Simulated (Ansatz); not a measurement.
`FC1=CC(F)(F)C1F` + H₂ → `FC1=C[C@H](F)[C@H]1F` + H–F at 700 K and 1 bar (hydrogenolysis of a C–F bond).

Isolated molecules relaxed with PBE0-D4/def2-TZVP in Ansatz; ΔE leaves out vibrations. CCSD(T)/CBS adds triple-zeta CCSD(T) − MP2 to the extrapolated MP2 energy (def2 sets, frozen cores). This one scheme is used for every species.

```
               species  CCSD(T)/CBS energy (Eh)  H − E (kJ/mol)  S (J/(mol·K))
     `FC1=CC(F)(F)C1F`               -552.50451           226.3          459.7
                    H₂                 -1.17544            46.8          155.3
`FC1=C[C@H](F)[C@H]1F`               -453.31350           241.2          435.1
                   H–F               -100.39570            45.2          198.5
```

H − E and S are ideal-gas, rigid-rotor, harmonic terms from PBE0-D4/def2-TZVP, for one conformer and one mirror image of each species. The MP2-based limit puts H₂ 0.8 mEh under its directly extrapolated value; such offsets cancel only in part. 1 Eh = 2625.50 kJ/mol, R = 8.31446 J/(mol·K).

By hand: ΔE, ΔH, ΔS and ΔG.

ΔE = (-453.31350) + (-100.39570) − (-552.50451) − (-1.17544) = -0.02925 Eh = -76.8 kJ/mol. Δ(H − E) = 241.2 + 45.2 − 226.3 − 46.8 = 13.3, so ΔH = -63.5 kJ/mol. ΔS = 435.1 + 198.5 − 459.7 − 155.3 = 18.6 J/(mol·K). ΔG = -63.5 − 700 × (18.6)/1000 = -76.5 kJ/mol.

By hand: the equilibrium constant, and the temperature at which ΔG would vanish if ΔH and ΔS stayed fixed.

log₁₀ K = −ΔG/(RT ln 10) = 5.7. ΔH and −TΔS have one sign here, so there is no such temperature.

ΔH outweighs TΔS. A doubt of 5 kJ/mol in ΔE shifts log₁₀ K by 0.4 here. Other conformers and mirror images would add mixing entropy, several J/(mol·K) or more a flexible species. These are equilibria of isolated gas molecules and say nothing of rates. Largest T1 diagnostic: 0.012 (customary marks: 0.02 for closed shells, 0.045 for open ones).
